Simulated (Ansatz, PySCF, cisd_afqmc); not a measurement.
Species: C₂H₃N, charge 0, singlet. C2H3N (SMILES [C-]#[N+]C).
B3LYP-D3(BJ)/def2-TZVP minimum from Ansatz (a quantum-chemistry and plane-wave program):
```
C
H 1 1.0897
H 1 1.0897 2 109.15
H 1 1.0897 2 109.15 3 119.22
N 1 1.4180 2 109.79 3 -120.39
C 5 1.1645 3 150.15 1 180.00
```

Atomisation energy term by term, kcal/mol (programs: Ansatz, cisd_afqmc). Open shells are spin-unrestricted; no spin-orbit coupling. Correlated methods leave the cores frozen. Rows without X2C or -DK are non-relativistic. AFQMC is phaseless with a CISD trial state; ± is one standard error, without the phaseless bias. Outlying blocks are dropped, and bars are widened where a walk drifts. Over all cases where full CI ran beside it in this data, AFQMC minus full CI had a median of +0.1 mEh and passed +0.4 mEh in a tenth of the cases. CBS(X,Y): correlation extrapolated as X^-3, Hartree-Fock from the larger set (Q,5: extrapolated as (X+1)exp(-9√X)). A bracket is a step between two methods taken in the basis named. '+ core + X2C': CCSD(T) terms for core correlation (cc-pwCVTZ) and scalar relativity (cc-pVTZ-DK). For partners of very few electrons the exact lower level stands in for a higher one.

| term | basis | kcal/mol |
|---|---|---|
| Hartree-Fock | CBS(cc-pVQZ,cc-pV5Z) | 415.13 |
| CCSD correlation | CBS(cc-pVQZ,cc-pV5Z) | 161.65 |
| (T) | CBS(cc-pVQZ,cc-pV5Z) | 12.33 |
| CCSDT(Q) - CCSD(T) | cc-pVTZ | 0.20 |
| core correlation | cc-pwCVTZ | 2.61 |
| scalar relativity | X2C, cc-pVTZ-DK | -0.46 |
| minus zero-point energy | Hessian by PySCF at B3LYP-D3(BJ)/def2-TZVP | -28.28 |
| sum: D0 |  | 563.2 |

The step beyond CCSD(T) by other levels: AFQMC/CISD in cc-pVDZ 0.73 ± 0.21; CCSDT(Q) in cc-pVDZ 0.67; AFQMC/CISD in cc-pVTZ 0.36 ± 0.25 kcal/mol.
